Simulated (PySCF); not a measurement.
Isomers of C5H6S2, one conformer each; single-point electronic energies without zero-point terms and without any empirical dispersion term.

Level: wB97X-D/pcSseg-2 in PySCF, non-relativistic, each on one gas-phase PBE0-D3(BJ)/def2-TZVP geometry that isn't relaxed in the solvent. The solvent is an IEF-PCM continuum (cavity from Bondi-type radii × 1.2). Only the electrostatic response of the medium enters.

```csv
isomer,"relative energy, gas (kcal/mol)",dipole (D)
`c1cscc1SC`,0.0,0.98
`CSc1cccs1`,1.7,1.00
```

Problem. How do the relative energies look in chloroform (ε = 4.711)?

Solution. 
| isomer | relative energy, solvent (kcal/mol) | E(solvent) − E(gas) (kcal/mol) | dipole in solvent (D) |
| --- | --- | --- | --- |
| `c1cscc1SC` | 0.0 | -3.2 | 1.29 |
| `CSc1cccs1` | 2.0 | -3.0 | 1.29 |

The order is unchanged. Conformers: `[CH3:1][S:2][c:3]1[cH:4][cH:5][s:6][cH:7]1` with C1–S2–C3–C4 -179°; `[CH3:1][S:2][c:3]1[cH:4][cH:5][cH:6][s:7]1` with C1–S2–C3–C4 -170°. `c1cscc1SC` gains most from the continuum, while `CSc1cccs1` has the largest gas-phase dipole. The gains span 0.2 kcal/mol, the gas-phase energies 1.7 kcal/mol.
